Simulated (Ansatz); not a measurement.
**Ligand exchange: GeH2(CH3)Br + CHI3 → GeH2(CH3)I + CHBrI2**

Gas-phase species: GeH2(CH3)Br, singlet; CHI3 (iodoform) `IC(I)I`, singlet; GeH2(CH3)I, singlet; CHBrI2 (bromodiiodomethane) `BrC(I)I`, singlet. The partners trade Br for I: Ge–Br and C–I bonds give way to Ge–I and C–Br.

Shapes, held fixed at every level: PBE0-D4/def2-TZVP. Programs: Ansatz 0.2.0. The zero-point and thermal change to 298 K, harmonic and unscaled (PBE0-D4/def2-TZVP), is +0.3 kJ/mol.

```json
{"level": "HF/def2-TZVPP", "kind": "Hartree–Fock", "ΔH(298 K) (kJ/mol)": "+8.7", "less CCSD(T)/def2-TZVPP": "-2.5"}
{"level": "BHLYP-D4/def2-TZVPP", "kind": "global hybrid", "ΔH(298 K) (kJ/mol)": "+10.2", "less CCSD(T)/def2-TZVPP": "-1.0"}
{"level": "PBE0-D4/def2-TZVPP", "kind": "global hybrid", "ΔH(298 K) (kJ/mol)": "+6.6", "less CCSD(T)/def2-TZVPP": "-4.6"}
{"level": "MP2/def2-TZVPP", "kind": "perturbation theory", "ΔH(298 K) (kJ/mol)": "+12.5", "less CCSD(T)/def2-TZVPP": "+1.3"}
{"level": "CCSD(T)/def2-SVP", "kind": "coupled cluster or CI", "ΔH(298 K) (kJ/mol)": "+5.7", "less CCSD(T)/def2-TZVPP": "-5.5"}
{"level": "CCSD/def2-SVP", "kind": "coupled cluster or CI", "ΔH(298 K) (kJ/mol)": "+5.8", "less CCSD(T)/def2-TZVPP": "-5.4"}
{"level": "CCSD/def2-TZVPP", "kind": "coupled cluster or CI", "ΔH(298 K) (kJ/mol)": "+10.7", "less CCSD(T)/def2-TZVPP": "-0.5"}
{"level": "CCSD(T)/def2-TZVPP", "kind": "coupled cluster or CI", "ΔH(298 K) (kJ/mol)": "+11.2", "less CCSD(T)/def2-TZVPP": "0.0"}
```

The highest level, CCSD(T)/def2-TZVPP, gives ΔH(298 K) = +11.2 kJ/mol; the levels span +5.7 to +12.5. The column of differences is taken from that level and isn't an error. No measured value is set beside it here. For atoms past krypton def2 sets carry core potentials with scalar relativity. Relativity is left out for Br, Ge. Outer-core shells of Br, Ge, I are correlated, in sets that cover them unevenly.
